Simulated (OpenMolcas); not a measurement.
## Tc5+: moving or changing the point charges

Tc5+ among 6 point charges of -1 e arranged as an octahedron (Oh), 2.24 Å from the ion.
```
   2.2400    0.0000    0.0000  -1.00
   0.0000    2.2400    0.0000  -1.00
  -2.2400    0.0000    0.0000  -1.00
   0.0000   -2.2400    0.0000  -1.00
   0.0000    0.0000    2.2400  -1.00
   0.0000    0.0000   -2.2400  -1.00
```

| Quantity | Value |
| --- | --- |
| Program | OpenMolcas 26.06 |
| Method | CASSCF |
| Basis | ANO-RCC-VDZP [6s5p3d1f] |
| Scalar Hamiltonian | DKH2, point nucleus |
| Active space | 2 electrons in 5 orbitals (4d) |
| State averaging | 2S+1 = 3 even, 10 roots; 2S+1 = 1 even, 15 roots |
| Spin-orbit coupling | state interaction with AMFI integrals over the reference wave functions |

Runs around this geometry, states (labels of O, the rotations of Oh). Energies in cm-1 above the lowest state or level, χT in cm3 K/mol; under a threefold ground state the first gap can be a small split of the lowest multiplet, not the spin-orbit step; 10Dq and B are least-squares fits to the states below 45000 cm-1, weighted by degeneracy, with a free offset, and given where the rms deviation is under 5 % of |10Dq| (or 100 cm-1) and under 700 cm-1.

| R (Å) | q (e) | Ground state | First state of that spin | 10Dq | B (rms of fit) | First gap with spin-orbit (degeneracies) | χT at 300 K | First state of another spin |
| --- | --- | --- | --- | --- | --- | --- | --- | --- |
| 2.24 | -0.8 | 3T1 | 3T2 1512 | 1852 | 938 (9) | 435.1 (2, 3) | 0.204 | 1T2 12930 |
| 2.09 | -1 | 3T1 | 3T2 2681 | 3251 | 939 (16) | 442.6 (2, 3) | 0.159 | 1T2 13240 |
| 2.24 | -1 | 3T1 | 3T2 1894 | 2312 | 939 (11) | 450.2 (2, 3) | 0.183 | 1T2 13047 |
| 2.4 | -1 | 3T1 | 3T2 1346 | 1651 | 938 (8) | 422.1 (2, 3) | 0.216 | 1T2 12878 |

Taking |10Dq| as R^-n, n = -ln(1651 / 3251) / ln(2.4 / 2.09) = 4.9 between the shortest and longest distance. The point-charge formula for a cubic d site gives n = 5.

Scaling the charges by -0.8 / -1 = 0.80 scales |10Dq| by 1852 / 2312 = 0.80; with fixed orbitals a first-order splitting would follow the charge.

An orbital triplet at a regular site is open to Jahn-Teller coupling, which can distort the site and quench the lowest spin-orbit gaps and is left out. Without dynamic correlation the repulsion within the d shell is too large (B by tens of per cent), so at a given field states of lower spin stand too high. This field is weak: 10Dq is about 1852 cm-1, while octahedral complexes of 4d ions of charge 3 and more, computed by the same method with explicit ligands, had a median near 25000 cm-1. Ground spin and moment need not be those of a real site (figures for R = 2.24, q = -0.8; the like holds for R = 2.09, q = -1, R = 2.24, q = -1, R = 2.4, q = -1). The ground term spreads over less than 5000 cm-1, several times less than with real ligands, so orbital moments are less quenched and χT lies further from the spin-only value than at real sites (holds for R = 2.24, q = -0.8; R = 2.24, q = -1; R = 2.4, q = -1). This is an electrostatic model: the charges have no orbitals. No measured value stands beside these numbers.
